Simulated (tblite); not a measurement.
Species: C5H2N3O (doublet state).
Geometry (GFN2-xTB, Å), atoms numbered from 1 in this order:
```xyz
11
C5H2N3O angstrom
C      3.8601   -0.6910    0.3632
C      2.6885   -0.4574    0.2544
C      1.3399   -0.0695    0.0820
N      0.9739    1.1379   -0.4473
C     -0.3183    1.1067   -0.4361
N     -0.7556   -0.0857    0.0852
C     -2.0527   -0.5384    0.2812
O     -3.0212    0.0986    0.0012
N      0.3218   -0.8275    0.4122
H     -0.9826    1.8753   -0.7740
H     -2.0484   -1.5465    0.7219
```

Computed with GFN2-xTB (tblite): harmonic, unscaled wavenumbers at the GFN2-xTB geometry, gas phase. This tight-binding method is rough: wavenumbers can miss measured ones by several per cent, in bad cases by 10 to 20. One conformer, not necessarily the lowest. Open shells enter through the occupations alone, without spin polarisation, and single modes of such species can be off by tens of per cent.

Harmonic wavenumbers (cm⁻¹): 60.4, 101.0, 114.4, 190.7, 231.8, 288.4, 365.8, 491.1, 609.4, 646.7, 695.6, 772.2, 833.9, 932.6, 980.2, 1015.1, 1117.8, 1211.2, 1262.4, 1336.7, 1346.1, 1468.7, 1526.7, 1786.2, 2259.2, 2867.2, 3191.1.

A = 7257, B = 989.1, C = 870.4 MHz; mass 120.020 u (most abundant isotopes); point group Cs, symmetry number 1; spin multiplicity 2.

Task: What is the zero-point energy?

Result: Half the sum of the wavenumbers: 13851 cm⁻¹ = 39.60 kcal/mol.

Task: Give the ideal-gas entropy at 298.15 K and 1 bar in the rigid-rotor, harmonic-oscillator model (classical rotation).

Result: Translation 40.29, rotation 28.33, vibration 20.47, spin (R ln 2) 1.38: S = 90.5 cal/(mol K).

Task: And Cp and H(298.15 K) − H(0)?

Result: Cp = 28.33 cal/(mol K), of which vibrations give 20.38 (their classical limit is 27 R = 53.7); H(298.15 K) − H(0) = 5.58 kcal/mol without the zero-point energy, 3.21 from vibrations.

Task: Which modes carry the vibrational entropy at 298.15 K?

Result: 60.4 cm⁻¹: 4.44; 101.0 cm⁻¹: 3.43; 114.4 cm⁻¹: 3.19; 190.7 cm⁻¹: 2.22; 231.8 cm⁻¹: 1.86; 288.4 cm⁻¹: 1.48 cal/(mol K); the other 21 give 3.83 together.

Task: Blend soft modes into free rotors: weight 1/[1 + (100 cm⁻¹/ν̃)⁴] for the oscillator and the rest for a rotor with moment μB/(μ + B), μ = h/(8π²ν), B = 10⁻⁴⁴ kg m². What vibrational entropy results?

Result: 19.06 cal/(mol K) in place of 20.47, which changes −T·S at 298.15 K by +0.42 kcal/mol.

Task: What must be added to the electronic energy to get the Gibbs energy at 298.15 K and 1 bar?

Result: ZPE + [H(298.15 K) − H(0)] − T·S = 39.60 + 5.58 − 26.97 = 18.21 kcal/mol.

Task: How do the functions run with temperature in this model?

Result: 
| T (K) | S (cal/(mol K)) | Cp (cal/(mol K)) | H − H(0) (kcal/mol) | G − H(0) (kcal/mol) | ln q(vib) |
| --- | --- | --- | --- | --- | --- |
| 150 | 74.5 | 19.3 | 2.05 | -9.12 | 2.11 |
| 250 | 85.7 | 25.4 | 4.29 | -17.15 | 4.00 |
| 400 | 99.6 | 34.0 | 8.76 | -31.08 | 6.70 |
| 600 | 115.1 | 42.3 | 16.46 | -52.60 | 10.09 |
| 900 | 133.8 | 49.7 | 30.37 | -90.04 | 14.70 |

q(vib) and H(0) count from the zero-point level.

Hindered rotation and anharmonicity are outside this model. Other conformers, if any are populated, would add a mixing term that is left out.

The run took 0.23 s on an Arm Neoverse V2 with one thread, no GPU, on a shared host. The figure is for the frequency step alone.
